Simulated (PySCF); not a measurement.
C3H3N, SMILES C=CC#N. Atoms are numbered in the order given.

```xyz
7

C     -0.3584    -1.6119     0.0000
C      0.5044    -0.5856     0.0000
C      0.0919     0.7861     0.0000
N     -0.2255     1.9030     0.0000
H     -1.4394    -1.4519     0.0000
H      0.0045    -2.6422     0.0000
H      1.5857    -0.7581     0.0000
```
Charge 0, spin multiplicity 1.

The structure is a stationary point at B3LYP-D3(BJ)/def2-SVP.

Computed with PySCF with PBE/pcJ-1.

Isotropic couplings with Fermi-contact, spin-dipole and both spin-orbit terms, one fixed conformer, no vibrational averaging. Isotopes: 13C, 14N, 1H.

Computed spin–spin coupling constants:
| pair | bonds apart | J (Hz) |
|---|---|---|
| C1–C2 | 1 | 73.4 |
| C1–H5 | 1 | 159.3 |
| C1–H6 | 1 | 160.2 |
| C2–C3 | 1 | 78.3 |
| C2–H7 | 1 | 165.2 |
| C3–N4 | 1 | 7.7 |
| C1–H7 | 2 | -2.3 |
| C2–N4 | 2 | -3.2 |
| C2–H5 | 2 | -2.4 |
| C2–H6 | 2 | 2.0 |
| C3–H7 | 2 | 4.4 |
| H5–H6 | 2 | 2.1 |
| C1–N4 | 3 | 0.9 |
| C3–H5 | 3 | 9.0 |
| C3–H6 | 3 | 16.4 |
| N4–H7 | 3 | 0.8 |
| H5–H7 | 3 | 18.3 |
| H6–H7 | 3 | 12.1 |
